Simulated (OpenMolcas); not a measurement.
Computed levels of Sm2+

| Quantity | Value |
| --- | --- |
| Program | OpenMolcas 26.06 |
| Method | CASSCF |
| Basis | ANO-RCC-VTZP [8s7p5d3f2g1h] |
| Scalar Hamiltonian | DKH2, point nucleus |
| Active space | 6 electrons in 7 orbitals (4f) |
| State averaging | 2S+1 = 7 even, 7 roots; 2S+1 = 5 even, 62 roots kept (CI in the orbitals of an earlier block); 2S+1 = 3 even, 3 roots kept (CI in the orbitals of an earlier block, 0 in the spin-orbit step) |
| Spin-orbit coupling | state interaction with AMFI integrals over the reference wave functions, term energies averaged over their components |

Spin-free terms above the lowest, with the occupations of the reference:

```tsv
Configuration	Term	E (eV)	Occupations
4f6	7F	0.0000	4f 6.00
4f6	5D	2.6809	4f 6.00
4f6	5L	3.0748	4f 6.00
4f6	5G	3.2134	4f 6.00
```

With spin-orbit coupling, above the lowest level:

| Configuration | Term | J | E (eV) | Measured (eV) | g | Term weight % |
| --- | --- | --- | --- | --- | --- | --- |
| 4f6 | 7F | 0 | 0.0000 | 0.0000 |  | 96 |
| 4f6 | 7F | 1 | 0.0332 | 0.0364 | 1.500 | 97 |
| 4f6 | 7F | 2 | 0.0957 | 0.1009 | 1.500 | 98 |
| 4f6 | 7F | 3 | 0.1808 | 0.1851 | 1.500 | 98 |
| 4f6 | 7F | 4 | 0.2822 | 0.2824 | 1.499 | 99 |
| 4f6 | 7F | 5 | 0.3957 | 0.3883 | 1.498 | 99 |
| 4f6 | 7F | 6 | 0.5206 | 0.4993 | 1.498 | 98 |
| 4f6 | 5D | 0 | 2.5192 |  |  | 96 |
| 4f6 | 5D | 1 | 2.6055 |  | 1.497 | 97 |
| 4f6 | 5D | 2 | 2.7837 |  | 1.497 | 97 |
| 4f6 | 5D | 3 | 3.0636 |  | 1.497 | 97 |
| 4f6 | 5L | 6 | 3.2902 |  | 0.714 | 100 |
| 4f6 | 5L | 7 | 3.3524 |  | 0.911 | 100 |
| 4f6 | 5L | 8 | 3.4234 |  | 1.042 | 100 |
| 4f6 | 5D | 4 | 3.4572 |  | 1.477 | 92 |
| 4f6 | 5G | 3 | 3.5003 |  | 0.883 | 92 |
| 4f6 | 5G | 4 | 3.5008 |  | 1.136 | 81 |
| 4f6 | 5L | 9 | 3.5033 |  | 1.134 | 100 |
| 4f6 | 5G | 2 | 3.5207 |  | 0.332 | 100 |
| 4f6 | 5G | 5 | 3.5308 |  | 1.239 | 82 |
| 4f6 | 5L | 10 | 3.5922 |  | 1.200 | 100 |
| 4f6 | 5G | 6 | 3.6189 |  | 1.315 | 81 |

Against the 6 measured excited levels shown (Martin, Zalubas and Hagan, Atomic Energy Levels: The Rare-Earth Elements, NSRDS-NBS 60 (1978)) the mean absolute deviation is 56 cm-1; the largest miss in energy is 4f6 7F6: computed 0.5206, measured 0.4993 eV (+4.3 %), and the largest in proportion 4f6 7F1 (-8.6 %).

Spin-orbit coupling puts the lowest level 0.3753 eV below the lowest spin-free term.

For 7F the intervals divided by the larger J are 268.1, 251.8, 228.9, 204.4, 183.1, 167.9 cm-1. Landé's interval rule makes them equal in pure LS coupling; they differ by 46 % of their mean. The multiplet is regular.

High states are left out of the spin-orbit mixing, which shifts the levels that they would mix with. Without dynamic correlation excited terms often stand tens of per cent too high (terms of higher spin than the ground term too low), and those without a measured partner can miss by more than the paired ones. Terms from blocks run as CI alone lack orbitals of their own. Computed and measured levels are paired by configuration, term and J; levels that our copy of the source lacks, or whose pairing is in doubt (as where it misses far off the trend of its configuration), stay unpaired and out of the deviations. Only configurations of the active space appear. The first state left out of the spin-orbit step lies near 39000 cm-1 above the lowest spin-free state of the reference (among the parities and spins computed), and the list stops at four fifths of that energy or lower.

The RASSCF and RASSI steps took 48 s on 1 thread of Arm Neoverse V2 (shared host); the integral step is not counted.

The term weight is that of the spin-free term in the level, not the purity of its configuration.
